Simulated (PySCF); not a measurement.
Job file and geometry (Å, from GFN2-xTB) of an NMR shielding run on SMILES [SiH3][C@@H]1[P@@+](C=C)(C)CC1, [C6H14PSi]+, GIAO PBE0/pcSseg-1 NMR shielding, non-relativistic, gas phase (PySCF); density fitting, a coarse starting grid and PySCF grid level 2 are the driver's defaults:

```
$ OMP_NUM_THREADS=1 python probes_run.py task.json out

{"job": {"kind": "nmr", "xc": "PBE0", "basis": "pcSseg-1"}, "charge": 1, "multiplicity": 1}
C      1.927038     0.767911    -2.041265
C      0.959375     0.029956    -1.516247
P      0.580321    -0.038151     0.235397
C      1.738600     0.944782     1.220115
C      0.262736    -1.744370     0.819806
C     -1.256566    -1.445023     0.865776
C     -1.196315     0.091708     0.658002
Si    -2.423498     0.875649    -0.609919
H      2.115784     0.765372    -3.102372
H      2.568068     1.398948    -1.447680
H      0.324142    -0.601365    -2.125489
H      1.483538     0.836548     2.274606
H      1.661101     1.994863     0.936648
H      2.756671     0.590018     1.054743
H      0.564091    -2.544924     0.146273
H      0.695943    -1.930410     1.802815
H     -1.785380    -1.941080     0.053597
H     -1.730598    -1.738353     1.799669
H     -1.271816     0.617504     1.612970
H     -1.924944     2.230832    -0.836886
H     -3.733984     0.800991     0.018237
H     -2.324717     0.057978    -1.819645
```

Task: Write the output of this run.

Result: 
```
coarse grid: 18448 points
cycle   1  E = -866.9400044968  dE =  1.048e+00  |g| = 4.425e-01  |ddm| = 4.225e+00
cycle   2  E = -866.9298484133  dE =  1.016e-02  |g| = 4.891e-01  |ddm| = 9.327e-01
cycle   3  E = -866.9878521377  dE = -5.800e-02  |g| = 6.754e-02  |ddm| = 5.227e-01
cycle   4  E = -866.9886979948  dE = -8.459e-04  |g| = 3.667e-02  |ddm| = 8.125e-02
cycle   5  E = -866.9890280251  dE = -3.300e-04  |g| = 7.174e-03  |ddm| = 3.159e-02
cycle   6  E = -866.9890392977  dE = -1.127e-05  |g| = 2.600e-03  |ddm| = 9.194e-03
cycle   7  E = -866.9890410798  dE = -1.782e-06  |g| = 3.846e-04  |ddm| = 2.828e-03
final grid: 166312 points
cycle   8  E = -867.0378986964  dE = -3.895e-05  |g| = 8.963e-03  |ddm| = 3.350e-02
cycle   9  E = -867.0378944451  dE =  4.251e-06  |g| = 9.966e-03  |ddm| = 1.485e-02
cycle  10  E = -867.0379189974  dE = -2.455e-05  |g| = 8.067e-04  |ddm| = 8.176e-03
cycle  11  E = -867.0379191531  dE = -1.557e-07  |g| = 2.329e-04  |ddm| = 1.015e-03
cycle  12  E = -867.0379191669  dE = -1.379e-08  |g| = 4.712e-05  |ddm| = 2.594e-04
cycle  13  E = -867.0379191673  dE = -4.193e-10  |g| = 2.182e-05  |ddm| = 6.440e-05
converged SCF energy = -867.0379191673

GIAO shielding tensors (ppm)
atom      isotropic    diamagn.    paramagn.     s11        s22        s33       span
  0 C       31.311     254.356    -223.044    -94.580     12.711    175.803    270.383
  1 C       62.971     265.098    -202.127    -42.432     70.479    160.866    203.298
  2 P      284.865     970.688    -685.823    232.027    296.636    325.932     93.906
  3 C      176.203     256.115     -79.912    167.532    170.891    190.187     22.655
  4 C      156.355     258.459    -102.104    128.980    157.949    182.137     53.157
  5 C      162.837     251.944     -89.107    148.398    157.134    182.978     34.580
  6 C      160.212     263.778    -103.566    128.322    163.683    188.631     60.309
  7 Si     418.072     880.260    -462.188    395.947    412.762    445.506     49.558
  8 H       24.267      27.357      -3.090     21.396     23.302     28.103      6.707
  9 H       24.854      31.360      -6.506     20.357     23.666     30.537     10.180
 10 H       24.929      33.626      -8.697     22.653     24.355     27.777      5.124
 11 H       29.367      30.796      -1.429     24.525     27.629     35.947     11.422
 12 H       29.504      31.118      -1.614     25.079     26.858     36.574     11.495
 13 H       29.563      29.653      -0.089     24.779     26.670     37.242     12.462
 14 H       28.647      31.447      -2.799     25.081     25.577     35.285     10.204
 15 H       28.331      31.777      -3.445     24.852     26.517     33.626      8.774
 16 H       28.973      32.070      -3.096     25.170     27.631     34.119      8.950
 17 H       28.633      30.344      -1.711     24.701     25.570     35.628     10.927
 18 H       28.724      34.763      -6.039     26.091     27.537     32.544      6.453
 19 H       27.661      29.333      -1.672     23.903     26.135     32.943      9.040
 20 H       27.348      28.283      -0.935     23.460     25.015     33.567     10.107
 21 H       27.517      29.882      -2.365     23.773     27.116     31.662      7.890
```

Task: Turn these shieldings into chemical shifts. Chemical shifts δ = σref − σ; TMS for 13C (σ = 186.93 ppm) and 29Si (σ = 349.16 ppm) and 1H (σ = 31.72 ppm); 31P (σ = 318.38 ppm) vs H3PO4, all at this level.

Result: Averaging equivalent atoms: C 0: 155.6; C 1: 124.0; C 4: 30.6; C 6: 26.7; C 5: 24.1; C 3: 10.7; P 2: 33.5; Si 7: -68.9; H 8: 7.45; H 9: 6.86; H 10: 6.79; H 19/20/21: 4.21; H 15: 3.39; H 17: 3.08; H 14: 3.07; H 18: 2.99; H 16: 2.74; H 11/12/13: 2.24 ppm. Experimental scales use liquid or dissolved standards, which lie at an offset from isolated H3PO4.

Size and cost of the density-fitted run: 220 basis functions, 79 s wall time on 1 thread of an Arm Neoverse N1, shared host; peak memory 1 GiB.
